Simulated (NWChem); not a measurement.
System: C3H7NSi; SMILES C[C@@H](C#N)[SiH3]

```xyz
12

C     -1.8025     0.1195     0.2085
C     -0.3998     0.1206    -0.4476
Si     0.6413    -1.4140     0.0594
C      0.3449     1.3368    -0.1298
N      0.9497     2.2894     0.1499
H     -2.3870     0.9867    -0.1151
H     -1.7273     0.1510     1.2999
H     -2.3487    -0.7865    -0.0729
H     -0.5130     0.0777    -1.5401
H      0.8296    -1.4154     1.5317
H      1.9573    -1.3850    -0.6251
H     -0.1109    -2.6305    -0.3486
```
Atoms are numbered in this order, from 1.

Computed with NWChem. STO-3G and 3-21G are far too small for this property and stand as cheap habits. Geometry: optimised at B3LYP/6-31G* (spherical d). Isolated, static molecule.

GIAO at Hartree-Fock/STO-3G: principal shieldings of C2 are 217.5, 231.6, 249.7 ppm; an isolated tetramethylsilane molecule has σ = 245.3 ppm at the same levels.

Question: Find the isotropic 13C shift, its principal values, the span and the skew.

Answer: 
1. σ(iso) = one third of the sum = 232.9 ppm.
2. δ = σ(reference) − σ = 12.4 ppm against tetramethylsilane.
3. δ11, δ22, δ33 = 27.8, 13.7, -4.4 ppm.
4. Span Ω = δ11 − δ33 = 32.2 ppm; skew κ = 3(δ22 − δ(iso))/Ω = 0.12.
